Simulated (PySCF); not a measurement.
**Electron correlation in Pr⁴⁷⁺ (praseodymium, charge +47)**

Starting occupation: [Ne] 3s2. Calculation: PySCF 2.14, in an uncontracted even-tempered set (18 s from 4 bohr⁻², ratio 2.6; 14 p from 5.2 bohr⁻², ratio 2.6; 6 d from 5.4 bohr⁻², ratio 2.8; 4 f from 75 bohr⁻², ratio 2.8); X2C-1e with screened-nucleus spin-orbit coupling, Gaussian nucleus. Frozen: 1s2; 10 electrons correlated; the 54 highest virtual spinors left out.

MP2 pair energies summed by pair of shells (mhartree):

```tsv
pair	energy	share (%)
3s1/2-3s1/2	-113.78	23.8
2p1/2-2p3/2	-100.69	21.0
2p3/2-2p3/2	-95.80	20.0
2p3/2-3s1/2	-42.21	8.8
2p3/2-2s1/2	-41.65	8.7
2p1/2-2p1/2	-23.61	4.9
2p1/2-2s1/2	-21.63	4.5
2p1/2-3s1/2	-19.03	4.0
2s1/2-2s1/2	-11.18	2.3
2s1/2-3s1/2	-9.42	2.0
```

Total MP2 correlation energy: -479.01 mhartree.

The virtual space was cut to 56 spinors, which keep -422.89 of the -479.01 mhartree of MP2 correlation.

```csv
level,correlation energy (mhartree)
CCSD,-454.28
```

Diagnostics: T1 = 0.00015, largest double amplitude 0.084.

Question: Is a single reference adequate?

Answer: Mostly. T1 lies below 0.03, but a double amplitude of this size points to a near-degeneracy that CCSD handles and MP2 describes poorly.

The coupled-cluster values are those of the cut space; adding the MP2 remainder, -56.12 mhartree, estimates the full space.

At this charge the one-electron X2C treatment keeps the bare 1/r₁₂, with no two-electron picture change or Breit term. The effect here is smaller than on the frozen 1s shell.
